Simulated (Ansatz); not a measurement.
`[CH3][Sn]([OH])([F])[Cl]` + HCl → `[CH3][Sn]([OH])([Cl])[Cl]` + H–F at 700 K and 1 bar (ligand exchange at the Sn–F bond).

Computed with Ansatz on PBE0-D4/def2-TZVP structures; ΔE is electronic, products minus reactants. CBS: MP2 limit from def2 TZ/QZ plus the TZ coupled-cluster correction, frozen cores. This one scheme is used for every species. def2 core potentials past Kr. For Sn outer-core shells are correlated without core-valence functions, which leaves a few kJ/mol of doubt a bond. One conformer a species, not always the lowest.

```
                    species  CCSD(T)/CBS energy (Eh)  H − E (kJ/mol)  S (J/(mol·K))
 `[CH3][Sn]([OH])([F])[Cl]`               -889.34819           219.3          515.1
                        HCl               -460.38127            38.4          211.8
`[CH3][Sn]([OH])([Cl])[Cl]`              -1249.34724           218.7          526.4
                        H–F               -100.39570            45.2          198.5
```

H − E and S are ideal-gas, rigid-rotor, harmonic terms from PBE0-D4/def2-TZVP, for one conformer and one mirror image of each species. 1 Eh = 2625.50 kJ/mol, R = 8.31446 J/(mol·K).

Task: By hand: ΔE, ΔH, ΔS and ΔG.

Result: ΔE = (-1249.34724) + (-100.39570) − (-889.34819) − (-460.38127) = -0.01348 Eh = -35.4 kJ/mol. Δ(H − E) = 218.7 + 45.2 − 219.3 − 38.4 = 6.2, so ΔH = -29.2 kJ/mol. ΔS = 526.4 + 198.5 − 515.1 − 211.8 = -2.0 J/(mol·K). ΔG = -29.2 − 700 × (-2.0)/1000 = -27.8 kJ/mol.

Task: By hand: the equilibrium constant, and the temperature at which ΔG would vanish if ΔH and ΔS stayed fixed.

Result: log₁₀ K = −ΔG/(RT ln 10) = 2.1. ΔG = 0 at ΔH/ΔS = 14600 K, far beyond where these terms or the molecules hold.

The number of gas molecules stays the same, so ΔS is small and ΔH decides. A doubt of 5 kJ/mol in ΔE shifts log₁₀ K by 0.4 here. Other conformers and mirror images would add mixing entropy, several J/(mol·K) or more a flexible species. Modes under 60 cm⁻¹, often nearly free rotors, make the harmonic entropy too high. These are equilibria of isolated gas molecules and say nothing of rates. Largest T1 diagnostic: 0.013 (customary marks: 0.02 for closed shells, 0.045 for open ones).
